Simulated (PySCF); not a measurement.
**Distorted geometries of [Bi(NCS)2]+**

[Bi(NCS)2]+ (singlet). PySCF 2.14.0, RKS r2SCAN, Bi def2-SVP with ECP60, N def2-SVP, C def2-SVP, S def2-SVP; non-relativistic Hamiltonian with scalar-relativistic core potentials where named; density fitting; no spin-orbit coupling. Relaxed geometry:

```xyz
7

Bi    0.0000    0.0000    0.0000
N     0.0000    0.0000    2.2236
C     0.0000    0.0000    3.4393
S     0.0000    0.0000    5.0069
N     0.0000    0.0000   -2.2236
C     0.0000    0.0000   -3.4393
S     0.0000    0.0000   -5.0069
```

**Question.** Order these distorted geometries by energy above the relaxed one, lowest first.
A.
```xyz
7

Bi   -0.0720    0.0868   -0.0765
N     0.0811    0.0474    2.3885
C    -0.0434    0.0699    3.6534
S     0.0094    0.0597    4.9918
N     0.0401   -0.0814   -2.3743
C    -0.0061   -0.1690   -3.5927
S    -0.0089   -0.0135   -4.9903
```
B.
```xyz
7

Bi   -0.0234   -0.0256   -0.0053
N    -0.0113    0.0331    2.1853
C     0.0329    0.0041    3.4574
S     0.0276    0.0214    5.0531
N    -0.0290   -0.0266   -2.2050
C     0.0187   -0.0143   -3.4585
S    -0.0154    0.0078   -5.0270
```
C.
```xyz
7

Bi   -0.0441   -0.0202   -0.0235
N     0.0003   -0.0132    2.2016
C     0.0263   -0.0031    3.4868
S     0.0586    0.0322    5.0445
N    -0.0289   -0.0426   -2.2388
C    -0.0053    0.0296   -3.4213
S    -0.0068    0.0174   -5.0493
```

**Answer.** B (0.23 eV), C (0.29 eV), A (3.51 eV).

**Question.** Which forces (eV/Å) act in the one that lies 3.51 eV up?

**Answer.** 
```
Bi    0.49  -0.24   0.51
N    -1.08   0.30   0.12
C     0.40  -0.18 -24.06
S     0.40  -0.06  21.60
N    -0.36  -0.35   2.46
C     0.27  -0.33  12.04
S    -0.12   0.85 -12.67
```
Forces carry noise of the integration grid, about 0.01 to 0.03 eV/Å.

No frequency check is given that shows the relaxed geometry to be a minimum.
